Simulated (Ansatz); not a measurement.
Molecule: sum formula HSO2 (charge +1, singlet). It need not be the lowest isomer of its formula. 
Geometry from a B3LYP-D3(BJ)/def2-TZVP (Ansatz, a first-principles code) optimisation:
```
S
O 1 1.4123
O 1 1.5317 2 115.22
H 3 0.9883 1 121.36 2 0.00
```
Charge +1, spin multiplicity 1.

Parts of the frozen-core correlation energy in STO-3G (Ansatz, hartree). Frozen orbitals: 7; correlated occupied orbitals by spin: 9 and 9; virtual: 4 and 4. No spin-orbit coupling. No relativistic terms. The restricted reference is unstable.

| term | value |
|---|---|
| reference (HF) | -541.03429 |
| MP2 opposite-spin | -0.13565 |
| MP2 same-spin | (withheld) |
| CCSD correlation | (withheld) |
| (T) | (withheld) |
| FCI minus CCSD(T) | -0.00284 |
| T1 diagnostic | 0.034 |
| largest doubles amplitude | 0.187 |

**Question.** What belongs in the gaps?

**Answer.** 
- MP2 same-spin, value: -0.03980
- CCSD correlation, value: -0.19178
- (T), value: -0.01239
